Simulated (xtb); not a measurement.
(1E)-2-chloro-1-iodobuta-1,3-diene (C₄H₄ClI), SMILES C=C/C(Cl)=C\I. All values are semi-empirical tight-binding results from xtb (GFN2-xTB unless named), good for trends rather than for accurate numbers. Geometry optimised at GFN2-xTB. The values are those of a single conformer.

- point group as xtb finds it = Cs
- orbital gap = 3.12 eV
- zero-point energy = 40.2 kcal/mol
- G − E(el) at 298.15 K (modified RRHO) = 19.0 kcal/mol
- static polarisability (D4 model) = 93.1 bohr³
- solvation energy, GFN2-xTB/ALPB(water) = -2.5 kcal/mol
- solvation energy, GFN2-xTB/ALPB(chcl3) = -7.9 kcal/mol
